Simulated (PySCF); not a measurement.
A calculated (TPSS, PySCF 2.14, def2-SVP, the non-relativistic Hamiltonian (point nucleus)) atom or ion has these occupied shells.

| shell | electrons | orbital energy (eV) | rms radius, mean of both spins (bohr) |
| --- | --- | --- | --- |
| 1s α | 1 | -3946.3 | 0.0896 |
| 1s β | 1 | -3946.2 | 0.0896 |
| 2s α | 1 | -420.55 | 0.397 |
| 2s β | 1 | -420.52 | 0.397 |
| 2p α | 3 | -343.05 | 0.365 |
| 2p β | 3 | -343.02 | 0.365 |
| 3s α | 1 | -54.828 | 1.25 |
| 3s β | 1 | -54.719 | 1.25 |
| 3p α | 3 | -35.741 | 1.38 |
| 3p β | 3 | -35.616 | 1.38 |
| 4s α | 1 | -9.236 | 4.00 |

(1) Name the element and its charge.

## Answers

(1) Ca⁺ (calcium, charge +1), in [Ar] 4s1, 2S determinant.
